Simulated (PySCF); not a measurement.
## Property card for `COC1=C(C)[P-]C([SiH3])=P1`

Species: C₅H₉OP₂Si (charge -1).
Structure used (GFN2-xTB), in Å, numbered top down from 1:
```xyz
18
C5H9OP2Si angstrom
C     -2.2020   -1.9951    0.0459
O     -2.0661   -0.6103    0.0606
C     -0.7495   -0.1656    0.0205
P      0.6469   -1.2290   -0.0138
C      1.7999    0.0800   -0.0555
Si     3.6317   -0.2462   -0.0784
P      1.1516    1.6945   -0.0474
C     -0.5259    1.1952    0.0049
C     -1.6649    2.1743    0.0377
H     -1.7618   -2.4287   -0.8630
H     -3.2722   -2.2136    0.0798
H     -1.7000   -2.4533    0.9093
H      4.3280    0.4210   -1.1960
H      3.9159   -1.6841   -0.1997
H      4.3295    0.2137    1.1400
H     -1.2896    3.1912   -0.0714
H     -2.3720    1.9645   -0.7675
H     -2.2083    2.0977    0.9824
```

Structural features include: ether, Si–H bond and C–Si bond.

From GFN2-xTB geometry:

```
Rotational constants A, B, C of the GFN2-xTB geometry : 1.647, 0.741, 0.517 GHz
```

PBE0/pcSseg-1 ground state and GIAO shieldings, non-relativistic (PySCF):

```
HOMO energy                                                 : -1.05 eV
LUMO energy                                                 : 3.71 eV
HOMO–LUMO gap                                               : 4.76 eV
Lowest Hirshfeld atomic charge                              : -0.27 e on C5
Highest Hirshfeld atomic charge                             : +0.22 e on Si6
13C chemical shifts (computed TMS as zero) by class         : 193.8 (C3), 148.2 (C8), 137.4 (C5), 61.5 (C1), 16.7 (C9) ppm
1H chemical shifts (computed TMS as zero) by class          : 4.67 (H13/H14/H15), 4.04 (H10/H11/H12), 2.50 (H16/H17/H18) ppm
Isotropic shieldings of nuclei other than C and H, by class : 227 (O2), 431 (Si6), 106 (P7), 166 (P4) ppm
Mayer bond orders between heavy atoms                       : C1–O2 0.95, O2–C3 0.94, C3–P4 1.22, P4–C5 1.22, C5–Si6 0.98, C5–P7 1.26, P7–C8 1.24, C8–C9 1.06, C8–C3 1.46
```

Monoisotopic mass of the ion (most abundant isotopes, electron mass counted): 174.9903 u.

The rotational constants make it an asymmetric top with κ = (2B − A − C)/(A − C) = -0.60, nearer the prolate limit (−1). With B = h/(8π²I), that is 505.379 GHz u Å² over I, the principal moments of inertia are 306.9, 682.0 and 977.1 u Å² (most abundant isotopes); the inertial defect Ic − Ia − Ib is -11.8 u Å² (zero for a rigid planar frame, negative otherwise).

Isolated species at its GFN2-xTB geometry (one conformer only). GFN2-xTB frequencies show an imaginary mode (34i cm⁻¹), so this geometry is no minimum at that level. NMR classes are plain means over equivalent atoms (diastereotopic ones count apart unless rotation or inversion swaps them), as if these changed places fast; in this geometry the members of some classes differ. No diffuse functions stand in pcSseg-1, which bears on an anion's orbital energies.
